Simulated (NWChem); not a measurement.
Molecule: C$_{2}$H$_{4}$ClFSi$_{2}$; SMILES FC1=C[Si@H](Cl)[SiH2]1

```xyz
10

F     -0.8305     2.8168     0.4135
C     -0.4046     1.5842     0.0870
C     -1.2252     0.5947    -0.3367
Si    -0.0100    -0.7774    -0.6921
Cl    -0.2379    -2.4996     0.4708
Si     1.3851     0.9300     0.0960
H     -2.3047     0.6950    -0.4303
H      0.0447    -1.2510    -2.0968
H      1.9922     0.8239     1.4483
H      2.3157     1.6646    -0.8030
```
Atoms are numbered in this order, from 1.

Coordinates come from a B3LYP/6-31G* (spherical d) optimisation.

Task: List the 4 lowest vertical singlet excitations from PBE0/def2-SVP, TDA (NWChem).

Result: 
```json
[
 {"state": "S1", "energy (eV)": "5.67", "oscillator strength": "0.000", "leading excitation (squared amplitude)": "HOMO → LUMO (0.95)"},
 {"state": "S2", "energy (eV)": "6.52", "oscillator strength": "0.008", "leading excitation (squared amplitude)": "HOMO → LUMO+1 (0.42)"},
 {"state": "S3", "energy (eV)": "6.66", "oscillator strength": "0.009", "leading excitation (squared amplitude)": "HOMO → LUMO+2 (0.58)"},
 {"state": "S4", "energy (eV)": "6.74", "oscillator strength": "0.010", "leading excitation (squared amplitude)": "HOMO−2 → LUMO (0.41)"}
]
```
